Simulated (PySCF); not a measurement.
**Correlation energy of Cl⁺ (chlorine, charge +1)**

[Ne] 3s2 3p4, high-spin 3P determinant. All numbers are calculated (PySCF 2.14, the non-relativistic Hamiltonian (point nucleus), in cc-pV(D+d)Z (4s3p2d, 23 functions)). Frozen: [Ne]; 6 electrons correlated.

MP2 pair energies summed by pair of shells (mhartree):

```tsv
pair	energy	share (%)
3p-3p	-44.06	48.8
3s-3p	-38.88	43.1
3s-3s	-7.29	8.1
```

Total MP2 correlation energy: -90.23 mhartree.

Same-spin part -22.27 and opposite-spin part -67.96 mhartree; SCS-MP2 scales them by 1/3 and 6/5 to -88.97 mhartree.

| level | correlation energy (mhartree) |
| --- | --- |
| CCSD | -111.54 |
| (T) | -1.33 |
| CCSD(T) | -112.87 |

Diagnostics: T1 = 0.0070, D1 = 0.0236, largest double amplitude 0.053.

Cost of the coupled-cluster step: 0.13 s of wall time on 1 thread of Neoverse-V1 (shared host), for 6 correlated electrons.

Iterations:

```
CC2 = 0
CCSD nocc = (np.int64(4), np.int64(2)), nmo = (18, 18)
frozen orbitals [[0, 1, 2, 3, 4], [0, 1, 2, 3, 4]]
max_cycle = 100
direct = 0
conv_tol = 1e-08
conv_tol_normt = 1e-06
diis_space = 8
diis_start_cycle = 0
Init t2, MP2 energy = -0.0902308223978637
Init E_corr(UCCSD) = -0.0902308224020263
cycle = 1  E_corr(UCCSD) = -0.106404348089751  dE = -0.0161735257  norm(t1,t2) = 0.0390202
cycle = 2  E_corr(UCCSD) = -0.109935297289473  dE = -0.0035309492  norm(t1,t2) = 0.012772
cycle = 3  E_corr(UCCSD) = -0.111567322417016  dE = -0.00163202513  norm(t1,t2) = 0.00500512
cycle = 4  E_corr(UCCSD) = -0.111536699297183  dE = 3.06231198e-05  norm(t1,t2) = 0.000503415
cycle = 5  E_corr(UCCSD) = -0.111542103300658  dE = -5.40400348e-06  norm(t1,t2) = 8.80664e-05
cycle = 6  E_corr(UCCSD) = -0.111541524613792  dE = 5.78686866e-07  norm(t1,t2) = 1.47464e-05
cycle = 7  E_corr(UCCSD) = -0.111541735368098  dE = -2.10754307e-07  norm(t1,t2) = 3.09708e-06
cycle = 8  E_corr(UCCSD) = -0.11154164634152  dE = 8.90265782e-08  norm(t1,t2) = 5.63307e-07
cycle = 9  E_corr(UCCSD) = -0.111541657292241  dE = -1.09507206e-08  norm(t1,t2) = 1.08829e-07
cycle = 10  E_corr(UCCSD) = -0.111541664672186  dE = -7.37994522e-09  norm(t1,t2) = 5.45483e-08
UCCSD converged
E(UCCSD) = -459.148834361695  E_corr = -0.1115416646721862
UCCSD(T) correction = -0.00133398550135517
```
